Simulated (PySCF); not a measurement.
# Ti(2+) (titanium, charge +2) across methods

[Ar] 3d1 4s1, high-spin 3D determinant (an excited configuration). Calculation: PySCF 2.14, in ANO-RCC-VTZP (6s5p3d2f1g, 59 functions); scalar relativity by spin-free X2C-1e.

| method | E (hartree) | mean ε 3p β (eV) | mean ε 3d α (eV) | mean ε 4s α (eV) | Σ⟨r²⟩ (bohr²) | ⟨S²⟩ |
| --- | --- | --- | --- | --- | --- | --- |
| revPBE | -852.682 | -60.179 | -25.800 | -19.497 | 22.33 | 2.000 |
| PBE | -852.547 | -60.185 | -25.810 | -19.577 | 22.31 | 2.000 |
| LDA | -850.662 | -60.258 | -25.703 | -19.825 | 22.28 | 2.000 |
| UHF | -851.89981 | -69.771 | -33.472 | -22.103 | 22.64 | 2.002 |
| PBE0 | -852.587 | -62.932 | -27.911 | -20.318 | 22.34 | 2.001 |
| r2SCAN | -852.734 | -61.151 | -26.332 | -19.727 | 22.36 | 2.001 |
| HSE06 | -852.611 | -62.504 | -27.475 | -20.003 | 22.32 | 2.001 |

(1) Estimate the same row for B3LYP.

Results:

(1) E (hartree) = -852.801; mean ε 3p β (eV) = -62.382; mean ε 3d α (eV) = -27.534; mean ε 4s α (eV) = -20.286; Σ⟨r²⟩ (bohr²) = 22.29; ⟨S²⟩ = 2.001.
